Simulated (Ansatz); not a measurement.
The same path of CH₄LiOSe (8 atoms, charge 1, multiplicity 1) was run twice with different band settings. Lost on the way: O3–H5. Made: Li1–O3, Se2–H5.

The calculation used RHF/def2-SVP (Ansatz).

Relaxed end points:

```xyz
8
Properties=species:S:1:pos:R:3
Li -1.957 -2.747 -0.422
Se -1.978 -0.301 -0.046
O -0.064 -0.016 -0.536
C 0.841 0.572 0.428
H 0.003 0.407 -1.388
H 0.808 -0.061 1.307
H 1.834 0.568 -0.010
H 0.513 1.579 0.667
```

```xyz
8
Properties=species:S:1:pos:R:3
Li -0.438 -2.216 -0.630
Se -1.876 0.300 -0.241
O -0.252 -0.509 -0.065
C 0.827 0.241 0.508
H -1.563 0.938 -1.514
H 0.546 0.597 1.496
H 1.680 -0.430 0.584
H 1.077 1.079 -0.138
```

Common settings: movable images 7; climbing image yes; optimiser quadratic models (default); start path through a guess of the saddle point; force threshold 0.03 eV/Å; iteration limit 60; end points relaxed.

| run | spring |
| --- | --- |
| 1 | 5.0 eV/Å² |
| 2 | 0.1 eV/Å² |

(1) What does each run give, and how far can it be trusted?

Answers

(1) Run 1: converged after 19 iterations, highest image 2.045 eV above the first end. Neighbouring images differ by up to 1.8 eV, so the band resolves the path poorly. A vibrational analysis at the climbing image gives one clearly imaginary mode, 2065i cm⁻¹: a first-order saddle point.
Run 2: converged after 18 iterations, highest image 2.045 eV above the first end. Neighbouring images differ by up to 1.8 eV, so the band resolves the path poorly. Another band between the same ends (7 images) ends at a top of the same energy, where a vibrational analysis finds 1 clearly imaginary mode.
The orbitals stay closed-shell, which can raise the energy where a bond breaks towards radicals; this wasn't checked here. Limits of this set-up: the dipole of an ion depends on the origin.
